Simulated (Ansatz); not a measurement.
## Molecular dynamics of AlH4NO2

The input (input.yaml):

```yaml
crystal:
  periodic: [false, false, false]
  atoms:
    - { symbol: Al, position_ang: [0.100044, -0.316703, 0.250988] }
    - { symbol: "N", position_ang: [0.196323, -0.016185, 1.965891] }
    - { symbol: H, position_ang: [-0.695578, 0.37058, 2.437039] }
    - { symbol: H, position_ang: [1.101887, 0.578962, 2.066369] }
    - { symbol: O, position_ang: [1.576415, -0.653461, -0.639365] }
    - { symbol: H, position_ang: [2.025301, -0.184193, -1.364777] }
    - { symbol: O, position_ang: [-1.434164, -0.138323, -0.990815] }
    - { symbol: H, position_ang: [-0.683291, -0.077126, -1.716172] }
basis:
  gaussian: { orbitals: def2-SVP }
hamiltonian:
  xc: pbe
md:
  timestep: 1.0
  n_steps: 100
  ensemble: nve
  temperature: 50.0
  initial_velocities: maxwell_boltzmann
  seed: 761693
```

Command:

```bash
$ ansatz run input.yaml --threads 1 --pin off --max-ram 2048MiB --backend cpu --events-out ev --progress --plain --runs-dir out
```

It goes on from the last frame of an earlier run, with new velocities.

Output, in part (one step line in 4, the closing report, with atoms numbered from 0):

```
md step     0: t =     0.00 fs  T =    50.0 K  F+E_penalty+E_count = -12232.21494969 eV  E_kin = 0.038778 eV  conserved = -12232.17617169 eV  (26 SCF iters)
md step     4: t =     4.00 fs  T =   326.5 K  F+E_penalty+E_count = -12232.43813052 eV  E_kin = 0.253228 eV  conserved = -12232.18490244 eV  (28 SCF iters)
md step     8: t =     8.00 fs  T =   876.8 K  F+E_penalty+E_count = -12232.87133214 eV  E_kin = 0.680045 eV  conserved = -12232.19128709 eV  (29 SCF iters)
md step    12: t =    12.00 fs  T =  1250.0 K  F+E_penalty+E_count = -12233.16847896 eV  E_kin = 0.969437 eV  conserved = -12232.19904205 eV  (29 SCF iters)
md step    16: t =    16.00 fs  T =  1232.0 K  F+E_penalty+E_count = -12233.15530294 eV  E_kin = 0.955459 eV  conserved = -12232.19984366 eV  (28 SCF iters)
md step    20: t =    20.00 fs  T =   836.6 K  F+E_penalty+E_count = -12232.83379471 eV  E_kin = 0.648836 eV  conserved = -12232.18495857 eV  (27 SCF iters)
md step    24: t =    24.00 fs  T =   921.5 K  F+E_penalty+E_count = -12232.89761384 eV  E_kin = 0.714699 eV  conserved = -12232.18291510 eV  (27 SCF iters)
md step    28: t =    28.00 fs  T =  1236.5 K  F+E_penalty+E_count = -12233.14540338 eV  E_kin = 0.958955 eV  conserved = -12232.18644859 eV  (28 SCF iters)
md step    32: t =    32.00 fs  T =  1311.5 K  F+E_penalty+E_count = -12233.21675604 eV  E_kin = 1.017156 eV  conserved = -12232.19960007 eV  (28 SCF iters)
md step    36: t =    36.00 fs  T =   934.7 K  F+E_penalty+E_count = -12232.91507084 eV  E_kin = 0.724894 eV  conserved = -12232.19017730 eV  (28 SCF iters)
md step    40: t =    40.00 fs  T =  1127.5 K  F+E_penalty+E_count = -12233.06411544 eV  E_kin = 0.874409 eV  conserved = -12232.18970641 eV  (27 SCF iters)
md step    44: t =    44.00 fs  T =  1075.6 K  F+E_penalty+E_count = -12233.02001113 eV  E_kin = 0.834174 eV  conserved = -12232.18583671 eV  (28 SCF iters)
md step    48: t =    48.00 fs  T =   932.0 K  F+E_penalty+E_count = -12232.90221440 eV  E_kin = 0.722825 eV  conserved = -12232.17938917 eV  (27 SCF iters)
md step    52: t =    52.00 fs  T =   634.1 K  F+E_penalty+E_count = -12232.67168446 eV  E_kin = 0.491780 eV  conserved = -12232.17990442 eV  (28 SCF iters)
md step    56: t =    56.00 fs  T =   559.3 K  F+E_penalty+E_count = -12232.62160079 eV  E_kin = 0.433732 eV  conserved = -12232.18786865 eV  (26 SCF iters)
md step    60: t =    60.00 fs  T =   824.4 K  F+E_penalty+E_count = -12232.83735435 eV  E_kin = 0.639389 eV  conserved = -12232.19796555 eV  (28 SCF iters)
md step    64: t =    64.00 fs  T =  1016.4 K  F+E_penalty+E_count = -12232.98504908 eV  E_kin = 0.788282 eV  conserved = -12232.19676737 eV  (29 SCF iters)
md step    68: t =    68.00 fs  T =  1071.1 K  F+E_penalty+E_count = -12233.02046531 eV  E_kin = 0.830704 eV  conserved = -12232.18976155 eV  (28 SCF iters)
md step    72: t =    72.00 fs  T =  1024.5 K  F+E_penalty+E_count = -12232.97632172 eV  E_kin = 0.794585 eV  conserved = -12232.18173667 eV  (28 SCF iters)
md step    76: t =    76.00 fs  T =   722.9 K  F+E_penalty+E_count = -12232.74220415 eV  E_kin = 0.560630 eV  conserved = -12232.18157386 eV  (27 SCF iters)
md step    80: t =    80.00 fs  T =   523.5 K  F+E_penalty+E_count = -12232.58568699 eV  E_kin = 0.405993 eV  conserved = -12232.17969407 eV  (27 SCF iters)
md step    84: t =    84.00 fs  T =  1062.5 K  F+E_penalty+E_count = -12233.00927685 eV  E_kin = 0.824013 eV  conserved = -12232.18526408 eV  (28 SCF iters)
md step    88: t =    88.00 fs  T =  1238.8 K  F+E_penalty+E_count = -12233.15322849 eV  E_kin = 0.960744 eV  conserved = -12232.19248403 eV  (28 SCF iters)
md step    92: t =    92.00 fs  T =  1134.4 K  F+E_penalty+E_count = -12233.07129392 eV  E_kin = 0.879798 eV  conserved = -12232.19149629 eV  (27 SCF iters)
md step    96: t =    96.00 fs  T =   631.7 K  F+E_penalty+E_count = -12232.67104647 eV  E_kin = 0.489951 eV  conserved = -12232.18109534 eV  (28 SCF iters)
md step   100: t =   100.00 fs  T =   540.3 K  F+E_penalty+E_count = -12232.59958251 eV  E_kin = 0.418998 eV  conserved = -12232.18058500 eV  (27 SCF iters)
Total energy: -12232.59962024 eV, -449.5397444901 hartree
Atom 0 at     0.173169    -0.280219     0.031773 Å, force    -0.709774     0.572491     4.252758 eV/Å
Atom 1 at    -0.030557    -0.086869     1.984933 Å, force    -0.250690    -1.859613    -4.112723 eV/Å
Atom 2 at    -0.828926     0.444086     2.228900 Å, force    -2.105261     0.642534    -0.034727 eV/Å
Atom 3 at     0.606724     0.354194     2.564377 Å, force     2.820831     0.882689     1.513491 eV/Å
Atom 4 at     1.718437    -0.594403    -0.634549 Å, force    -0.209917     0.093430     0.023882 eV/Å
Atom 5 at     1.780450    -1.114126    -1.442281 Å, force     0.246319    -0.243738    -0.408085 eV/Å
Atom 6 at    -1.422728    -0.128474    -0.666176 Å, force     0.968661    -0.260244     0.228035 eV/Å
Atom 7 at    -1.050292    -0.083996    -1.554459 Å, force    -0.760170     0.172450    -1.462632 eV/Å
Dipole moment:     0.190397     0.046355    -0.485822 e Å
```

All steps were run. The conserved energy stayed within 3.1 meV per atom of its start (net change -0.55 meV per atom), so the integration is sound. The kinetic energy rose, since the run started high on the potential surface and went downhill. A run of 0.1 ps of so small a system gives no equilibrium averages.

The same pairs are bonded in the first frame and the last. Pairs count as bonded within 1.25 times the sum of covalent radii (0.12 Å more for H–H).

Last frame:

```xyz
8
Properties=species:S:1:pos:R:3
Al 0.173 -0.280 0.032
N -0.031 -0.087 1.985
H -0.829 0.444 2.229
H 0.607 0.354 2.564
O 1.718 -0.594 -0.634
H 1.780 -1.114 -1.442
O -1.423 -0.129 -0.666
H -1.050 -0.084 -1.554
```

The run took 2.5 min on 1 thread of AMD EPYC 7B13 (Zen 3) (shared host), peak memory 0.16 GiB.
